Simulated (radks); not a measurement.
Coulomb parameter of the 4f shell of the praseodymium ion Pr2+ in the model configuration [Xe] 4f2 6p1, as a second difference U = [E(n + 1) + E(n - 1) - 2 E(n)] / (1)^2 with all orbitals relaxed. "Bare": the charge of the atom changes with n. "Screened": the 6p shell takes up the change at fixed total charge, which measures U(4f,4f) + U(6p,6p) - 2 U(4f,6p). Calculated with a radial shooting solver on a logarithmic mesh with Libxc functionals: scalar-relativistic Kohn-Sham, r2SCAN, spin-unpolarised, spherical densities, finite nucleus; meta-GGA in the generalised Kohn-Sham scheme; Fermi nuclear charge, rms radius 4.8919 fm.

\begin{tabular}{lrr}
case & configuration & E - E(n) (eV) \\ \hline
start & [Xe] 4f2 6p1 & 0.000 \\
bare +1 & [Xe] 4f3 6p1 & -14.782 \\
bare -1 & [Xe] 4f1 6p1 & 31.090 \\
screened +1 & [Xe] 4f3 & -7.432 \\
screened -1 & [Xe] 4f1 6p2 & 15.171 \\
\end{tabular}

U(bare) = 16.309 eV, U(screened by 6p) = 7.738 eV, against the Slater integral F0(4f,4f) = 24.831 eV with frozen orbitals.
